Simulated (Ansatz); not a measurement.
**CH2BeCl: structure from calculated spectroscopic constants**

These gas-phase data were calculated for one isomer of CH2BeCl at PBE0-D3(BJ)/pcseg-1 (harmonic, unscaled wavenumbers; equilibrium rotational constants with average atomic masses):

```
rotational constants            : 307.4, 3.816, 3.769 GHz
all wavenumbers above 1500 cm⁻¹ : 3216, 3134
```

Candidates:

(1) `[Be][CH2]Cl`, a doublet
(2) `[CH2][Be][Cl]`, a doublet
(3) `[BeH][CH]Cl`, a doublet

Problem. Which candidate do the data belong to? Where the bands don't settle it, estimate the moments of inertia from typical bond lengths.

Solution. Candidate (2). 2 modes lie between 2750 and 3290 cm⁻¹, one for each C–H bond, while (3) has 1. The rotational constants decide the rest: (1) would give 33.36, 7.591, 6.432 GHz.

The same quantities for all candidates:

|  | rotational constants (GHz) | wavenumbers above 1500 cm⁻¹ | E above the lowest, PBE0-D3(BJ)/pcseg-1 (kcal/mol) |
| --- | --- | --- | --- |
| (1) | 33.36, 7.591, 6.432 | 3161, 3092 | 51.9 |
| (2) | 307.4, 3.816, 3.769 | 3216, 3134 | 0.0 |
| (3) | 49.59, 6.213, 5.521 | 3185, 2204 | 54.0 |

Harmonic stretches to hydrogen usually lie a few per cent above observed fundamentals. Open shells are spin-unrestricted. Programs: Ansatz 0.2.0.
